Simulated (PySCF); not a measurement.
Radial density of Rh²⁺ (rhodium, charge +2)

UHF, [Kr] 4d6 5p1, one real determinant (an excited configuration). Computed with PySCF 2.14 in aug-cc-pVTZ-DK, with the spin-free X2C one-electron Hamiltonian (Gaussian nucleus).

```
r (bohr)  4πr²ρ (e/bohr)  4πr²(ρα − ρβ)
  0.0268           56.34         0.0010
  0.0450           48.59         0.0100
  0.0757           63.99         0.0588
   0.127           65.63         0.3176
   0.214           47.16         0.8059
   0.360           52.88         0.3239
   0.606           16.46         0.5887
    1.02           14.95         3.3792
    1.72           4.442         1.9747
    2.88          0.6844         0.5712
    4.85         0.09285         0.0920
    8.16       0.0004035         0.0004
```

Densities and radii are taken from the X2C orbitals without a picture-change correction, which distorts them close to the nucleus.

⟨L²⟩ = 8.04 against 12 for a pure F term, so this real determinant mixes terms.
